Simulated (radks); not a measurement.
The numbers below are computed, except where a source is named.
Question: The mean radii <r> (bohr) of the occupied orbitals of an atom or ion are listed with their occupations. Code: a radial shooting solver on a logarithmic mesh with Libxc functionals. Model: scalar-relativistic Kohn-Sham, Slater X-alpha with alpha = 0.595, spin-unpolarised, spherical densities, finite nucleus; Fermi nuclear charge, rms radius of each element as measured or else 0.836 A^(1/3) + 0.57 fm.

| orbital | occ. | <r> |
|---|---|---|
| 1s | 2 | 0.01634 |
| 2s | 2 | 0.06885 |
| 2p | 6 | 0.06241 |
| 3s | 2 | 0.1779 |
| 3p | 6 | 0.1796 |
| 3d | 10 | 0.1627 |
| 4s | 2 | 0.3926 |
| 4p | 6 | 0.4187 |
| 4d | 10 | 0.4412 |
| 5s | 2 | 0.8787 |
| 4f | 14 | 0.4701 |
| 5p | 6 | 1.010 |
| 5d | 10 | 1.362 |

Name the element and its charge.

Answer: Z = 81, thallium, charge +3: Tl3+ in [Xe] 4f14 5d10. The 1s radius gives Z: for a bare nucleus <r> = (2 gamma + 1)/(2Z) with gamma = sqrt(1 - (Z/c)^2), 0.01613 bohr for Z = 81, and screening makes it slightly larger (0.01634 here). The occupations add up to 78, and the charge is Z minus that.
